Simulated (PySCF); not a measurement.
# Low-lying terms of Ba (barium, neutral)

Ground state [Xe] 6s2, ¹S. Calculation: PySCF 2.14, in def2-TZVPPD with one added diffuse shell each of s, p, d type with the def2 core potential (46 electrons) (7s5p4d1f, 49 functions); a scalar-relativistic core potential. Vertical excitation energies in eV without spin-orbit coupling; excited terms of each kind are numbered among those the solver found. Frozen: 5s2.

```
 term  leading excitation  EOM-EE-CCSD  measured centre of gravity (NIST)
 1 3D              6s → d        1.397                       1.160 (6s5d)
1 3P°              6s → p        1.515                       1.622 (6s6p)
 1 1D              6s → d        1.730                       1.413 (6s5d)
1 1P°              6s → p        2.246                       2.239 (6s6p)
 1 3S              6s → s        3.105                                n/a
 1 1S              6s → s        3.282                                n/a
2 3P°              6s → p        3.650                                n/a
2 1P°              6s → p        3.655                                n/a
 2 3D              6s → d        3.769                                n/a
```

Only the lower part of the computed list is shown. Doubly excited terms such as np² are absent. The solver can miss terms. Rydberg members are limited by the diffuse functions of the basis.
